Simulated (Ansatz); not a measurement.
Consider the formal exchange of groups at a Te–Al bond: `[CH3][AlH][TeH]` + `B1N[SiH2]1` → `[TeH]B1N[SiH2]1` + `[CH3][AlH2]`.

Computed with Ansatz on PBE0-D4/def2-TZVP structures; ΔE is electronic, products minus reactants. CCSD(T)/CBS adds triple-zeta CCSD(T) − MP2 to the extrapolated MP2 energy (def2 sets, frozen cores). This one scheme is used for every species. Functionals use def2-TZVPP. Elements past krypton have def2 core potentials. For Te outer-core shells are correlated without core-valence functions, which leaves a few kJ/mol of doubt a bond.

`[CH3][AlH][TeH]`:

Cartesian coordinates in Å:
```
C 1.277 0.275 -0.629
Al -0.549 -0.197 -0.145
Te -1.256 0.040 2.275
H 1.791 -0.586 -1.068
H 1.867 0.624 0.221
H 1.279 1.064 -1.389
H -1.626 -0.725 -1.181
H -2.783 -0.495 1.917
```

`B1N[SiH2]1`:

Z-matrix (Å, degrees):
```
Si
N 1 1.756
B 1 1.929 2 43.6
H 1 1.486 2 115.1 3 115.6
H 1 1.486 2 115.1 3 -115.6
H 2 1.009 1 147.6 3 -180.0
H 3 1.187 1 162.0 2 180.0
```

`[TeH]B1N[SiH2]1`:

```xyz
8

Te    1.599    1.108    1.925
B     0.316    0.176    0.503
N    -0.611   -0.852    0.506
Si   -0.587   -0.257   -1.140
H     2.210    2.170    0.812
H    -1.000   -1.511    1.162
H    -1.844    0.378   -1.609
H    -0.082   -1.212   -2.158
```

`[CH3][AlH2]`:

```xyz
7

C    -0.815    0.310   -0.203
Al    0.968   -0.366    0.208
H    -1.397   -0.384   -0.815
H    -1.376    0.454    0.728
H    -0.789    1.280   -0.707
H     1.242   -1.930    0.294
H     2.167    0.638    0.495
```

CCSD(T)/CBS gives +75.1 kJ/mol.

Task: Another level gave +75.8 kJ/mol. Which?
A. LC-ωPBE/def2-TZVPP
B. B97M-V/def2-TZVPP
C. BHLYP/def2-TZVPP
D. BLYP-D4/def2-TZVPP

Result: A. LC-ωPBE 75.8, B97M-V 59.9, BLYP-D4 69.2, BHLYP 79.8 kJ/mol.

Largest T1 diagnostic among the species: 0.014.

At CCSD(T), def2-SVP lies −3.8 kJ/mol from the extrapolated value and def2-TZVPP −2.6 kJ/mol. The D4 term adds −3.4 kJ/mol with B3LYP and −1.8 kJ/mol with PBE0; it sums over pairs of atoms, weighted by their polarisabilities, and B3LYP, whose exchange is more repulsive, gets the larger term.

B3LYP here is the variant with VWN-RPA as its local correlation; programs differ in this.
